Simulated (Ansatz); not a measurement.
Geometry optimisation, RHF/def2-SVP (Ansatz 0.2.0).

input.yaml

```yaml
crystal:
  periodic: [false, false, false]
  atoms:
    - { symbol: Hf, position_ang: [0.0, 0.0, 0.0] }
    - { symbol: Cl, position_ang: [0.0, 0.0, 2.52] }
    - { symbol: "N", position_ang: [2.084, 0.0, -0.7359] }
    - { symbol: H, position_ang: [2.5823, -0.918, -0.9166] }
    - { symbol: H, position_ang: [2.5853, 0.918, -0.9082] }
    - { symbol: O, position_ang: [-0.975, 1.6891, -0.6893] }
    - { symbol: H, position_ang: [-1.9328, 1.4584, -0.9117] }
    - { symbol: "N", position_ang: [-1.0409, -1.8034, -0.7359] }
    - { symbol: H, position_ang: [-1.5759, -2.4197, -0.0595] }
    - { symbol: H, position_ang: [-1.0055, -2.0526, -1.7656] }
basis:
  gaussian: { orbitals: def2-SVP }
hamiltonian:
  xc: hf
relax:
  f_tol: 0.02
  max_steps: 40
output:
  orbitals: {}
```

Run as:

```bash
$ ansatz run input.yaml --threads 1 --pin off --max-ram 2048MiB --backend cpu --events-out ev --progress --plain --runs-dir out
```

Problem. Where does it end, and by what steps?

Solution. The run converged. The force dipped under the threshold on the way, but the program's further checks kept it going. After 16 steps the energy has fallen by 1.596 eV; H7 moved furthest, 0.74 Å.

| step | energy less start (eV) | largest force component (eV/Å) | accepted |
| --- | --- | --- | --- |
| 0 | 0.0000 | 3.104 | yes |
| 1 | -1.1966 | 2.343 | yes |
| 2 | -1.4513 | 0.903 | yes |
| 3 | -1.4859 | 0.807 | yes |
| 4 | -1.5559 | 0.773 | yes |
| 5 | -1.5620 | 0.540 | yes |
| 6 | -1.5723 | 0.645 | yes |
| 7 | -1.5859 | 0.164 | yes |
| 8 | -1.5932 | 0.114 | yes |
| 9 | -1.5939 | 0.077 | yes |
| 10 | -1.5955 | 0.017 | yes |
| 11 | -1.5957 | 0.088 | yes |
| 12 | -1.5960 | 0.029 | yes |
| 13 | -1.5962 | 0.008 | yes |
| 14 | -1.5964 | 0.020 | yes |
| 15 | -1.5964 | 0.035 | yes |
| 16 | -1.5965 | 0.019 | yes |

```xyz
10
Properties=species:S:1:pos:R:3
Hf -0.051 -0.097 0.024
Cl -0.013 -0.216 2.447
N 1.819 -0.002 -0.792
H 2.569 -0.652 -0.621
H 2.171 0.733 -1.381
O -1.004 1.474 -0.566
H -1.613 2.120 -0.871
N -0.886 -1.834 -0.672
H -1.747 -2.249 -0.354
H -0.523 -2.405 -1.416
```

Whether the end is a true minimum wasn't checked by a vibrational analysis.

Run time: 79 s on 1 thread of Arm Neoverse V1, with other jobs on the host, peak memory 0.26 GiB.
